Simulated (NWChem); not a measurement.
Molecule: C3H4BCl; SMILES C#CB(C)Cl

Question: Give the equilibrium geometry at PBE0/def2-SVP (NWChem) as an XYZ file, with the point group.

Answer: point group C1; any orientation.
```
9

B      0.3494     0.0645     0.0102
C     -0.2301    -1.3466     0.0023
C     -0.6688    -2.4830    -0.0018
H     -1.0647    -3.4833    -0.0053
Cl    -0.7941     1.4076    -0.0057
C      1.8876     0.3290     0.0086
H      2.1570     1.3847     0.1437
H      2.2972    -0.0170    -0.9579
H      2.3880    -0.2846     0.7757
```
